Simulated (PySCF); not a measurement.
PBE0 on B⁻ (boron, charge -1), [He] 2s2 2p2, high-spin 3P determinant. Calculation: PySCF 2.14, in dyall-av2z (11s7p2d, 42 functions); the non-relativistic Hamiltonian (point nucleus).

```
cycle= 1 E= -24.6367341341461  delta_E= -0.00374  |g|= 0.00797  |ddm|= 0.119
cycle= 2 E= -24.6368092756852  delta_E= -7.51e-05  |g|= 0.00331  |ddm|= 0.03
cycle= 3 E= -24.6368098213424  delta_E= -5.46e-07  |g|= 0.00325  |ddm|= 0.0116
cycle= 4 E= -24.6368248922702  delta_E= -1.51e-05  |g|= 9.31e-05  |ddm|= 0.00781
cycle= 5 E= -24.6368249096946  delta_E= -1.74e-08  |g|= 5.99e-06  |ddm|= 0.000466
cycle= 6 E= -24.6368249097842  delta_E= -8.96e-11  |g|= 1.54e-06  |ddm|= 2.99e-05
converged SCF energy = -24.6368249097842  <S^2> = 2.0033711  2S+1 = 3.0022466
```

Highest occupied orbital energy: 1.136 eV; ⟨L²⟩ = 2.01; populations by l: s 4.00, p 2.00, d 0.00.

Problem. Can this result be used?

Solution. With care. The calculation finished and met its thresholds. At PBE0 the highest occupied level has a positive energy, so only the finite basis holds that electron; in a semilocal or global hybrid functional this comes from self-interaction and does not mean that the real anion is unbound.
